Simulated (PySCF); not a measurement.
C₂H₄F₂Si, SMILES C(=C\F)(/F)[SiH3]. Geometry optimised at B3LYP-D3(BJ)/def2-SVP. The structure was generated by enumeration; whether it is a known compound was not checked.

Q: Give the equilibrium geometry at B3LYP-D3(BJ)/def2-SVP (PySCF confirms it by a frequency run) as bond lengths and angles, and its point group. (Estimate from the structure and the level; the computed values follow.)

A: point group Cs.
Atoms: F1 C2 C3 F4 Si5 H6 H7 H8 H9. Bonds (Å): F1–C2 1.336, C2–C3 1.337, C2–H6 1.094, C3–F4 1.357, C3–Si5 1.887, Si5–H7 1.485, Si5–H8 1.489, Si5–H9 1.489. Bond angles (°): F1–C2–C3 121.5, F1–C2–H6 114.4, C3–C2–H6 124.1, C2–C3–F4 116.8, C2–C3–Si5 128.2, F4–C3–Si5 115.0, C3–Si5–H7 109.4, C3–Si5–H8 108.7, C3–Si5–H9 108.7, H7–Si5–H8 110.6, H7–Si5–H9 110.6, H8–Si5–H9 108.9.
